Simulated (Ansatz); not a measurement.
`O[BH][SnH2][OH]` and `O[BH][SnH2][F]` differ in one atom or group.

Ansatz, PBE0-D4/def2-TZVP geometries, multiplicity 1. Each molecule was computed in one conformer, which needn't be the lowest.

Elements past krypton have def2 core potentials.

| property | `O[BH][SnH2][OH]` |
| --- | --- |
| LUMO energy (ωB97M-V/def2-TZVPP) / eV | 0.55 |
| size of the dipole moment (ωB97M-V/def2-TZVPP) / D | 4.44 |
| ideal-gas entropy at 298 K and 1 bar (rigid rotor, harmonic PBE0-D4/def2-TZVP) / J/(mol·K) | 357 |
| HOMO–LUMO gap (PBE0/def2-TZVPP) / eV | 6.21 |
| LUMO energy (B3LYP/def2-TZVPP) / eV | -1.59 |
| LUMO energy (PBE/def2-TZVPP) / eV | -2.31 |

Q: Give the same properties after the change, and the shifts. (An estimate is asked.)

A: Ansatz gave: 
| property | `O[BH][SnH2][F]` | shift |
| --- | --- | --- |
| LUMO energy (ωB97M-V/def2-TZVPP) / eV | 0.46 | -0.09 |
| size of the dipole moment (ωB97M-V/def2-TZVPP) / D | 2.30 | -2.14 |
| ideal-gas entropy at 298 K and 1 bar (rigid rotor, harmonic PBE0-D4/def2-TZVP) / J/(mol·K) | 330 | -27 |
| HOMO–LUMO gap (PBE0/def2-TZVPP) / eV | 6.47 | 0.26 |
| LUMO energy (B3LYP/def2-TZVPP) / eV | -1.63 | -0.04 |
| LUMO energy (PBE/def2-TZVPP) / eV | -2.34 | -0.03 |

With PBE0 the HOMO falls by 0.30 eV and the LUMO falls by 0.05 eV, so the gap widens by about 0.25 eV. PBE moves the HOMO by -0.53 eV and ωB97M-V by -0.28 eV. The zero-point energy changes by -27.3 kJ/mol with -3 modes. Dipoles are sizes alone; their direction can turn. Modes under 60 cm⁻¹, often nearly free rotors, make the harmonic entropy too high.

Positive LUMOs are unbound, so they and the gaps depend on the basis.

B3LYP here is the variant with VWN-RPA as its local correlation; programs differ in this.
